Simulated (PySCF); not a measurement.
Compound: ethyldifluoroborane, C2H5BF2.
Geometry (PBE0-D3(BJ)/def2-SVP, Å), atoms numbered from 1 in this order:
```xyz
10
C2H5BF2 angstrom
C     -1.210   -0.089    0.069
C      0.163    0.553   -0.079
B      1.378   -0.423   -0.003
F      1.235   -1.734    0.087
F      2.622    0.024   -0.033
H     -2.017    0.658    0.031
H     -1.398   -0.820   -0.732
H     -1.302   -0.628    1.024
H      0.252    1.087   -1.044
H      0.327    1.344    0.676
```

Method: PySCF, PBE0-D3(BJ)/def2-SVP geometry optimisation, gas phase.

Take the most abundant isotopes and a rigid rotor. The values belong to one conformer with, in the numbering `[CH3:1][CH2:2][B:3]([F:4])[F:5]`, C1–C2–B3–F4 5°.

Q: What are A, B and C (GHz)?

A: Ia = 56.88, Ib = 146.11, Ic = 196.67 u·Å²; 505379 MHz·u·Å²/I gives 8884, 3459 and 2570 MHz, that is A = 8.8843, B = 3.4589, C = 2.5697 GHz.

Q: What kind of rotor is it?

A: An asymmetric top; Ray's κ = -0.718.

Q: Is it planar, by Δ = Ic − Ia − Ib?

A: Not planar: Δ = Ic − Ia − Ib = -6.32 u·Å². For a rigid frame Δ = −2 Σ m c², so Σ m c² = 3.16 u·Å² lies off the ab plane: 3.12 from hydrogen and 0.04 from heavier atoms. The atom farthest from that plane is 0.96 Å away.

Q: Predict some low-J microwave lines.

A: The dipole components are |μa| = 1.38 D, |μb| = 0.78 D, |μc| = 0.05 D. Intensities carry the squares of the components, which stand as 1.00 : 0.32 : 0.00 (a : b : c). Some lines, for components of 0.1 D or more:

```tsv
type	branch	J(Ka,Kc)	MHz	lower level (cm⁻¹)
a	Q	2(1,1) ← 2(1,2)	2668	0.755
b	R	3(1,2) ← 2(2,1)	3076	1.386
a	Q	3(1,2) ← 3(1,3)	5328	1.311
b	Q	1(1,0) ← 1(0,1)	6315	0.201
b	R	2(0,2) ← 1(1,1)	6531	0.382
b	Q	2(1,1) ← 2(0,2)	7305	0.600
a	R	2(1,2) ← 1(1,1)	11168	0.382
b	R	1(1,1) ← 0(0,0)	11454	0.000
a	R	2(0,2) ← 1(0,1)	11957	0.201
a	R	2(1,1) ← 1(1,0)	12946	0.412
b	R	3(0,3) ← 2(1,2)	13055	0.755
b	Q	3(2,1) ← 3(1,2)	15504	1.489
b	R	2(1,2) ← 1(0,1)	16593	0.201
a	R	3(1,3) ← 2(1,2)	16692	0.755
a	R	3(0,3) ← 2(0,2)	17692	0.600
a	R	3(2,2) ← 2(2,1)	18086	1.386
b	Q	2(2,1) ← 2(1,2)	18944	0.755
a	R	3(1,2) ← 2(1,1)	19353	0.844
b	R	3(1,3) ← 2(0,2)	21329	0.600
b	Q	3(3,0) ← 3(2,1)	28922	2.006
b	R	2(2,1) ← 1(1,0)	29223	0.412
b	R	2(2,0) ← 1(1,1)	30213	0.382
b	R	3(2,2) ← 2(1,1)	34362	0.844
b	R	3(3,1) ← 2(2,0)	47395	1.390
```

Not checked by PBE0-D3(BJ)/def2-SVP frequencies. Constants of a rigid frame at the computed geometry: no zero-point averaging, no centrifugal distortion. A rigid rotor knows nothing of internal rotation, which can split or shift real lines. Quadrupole hyperfine structure (11B) is left out.
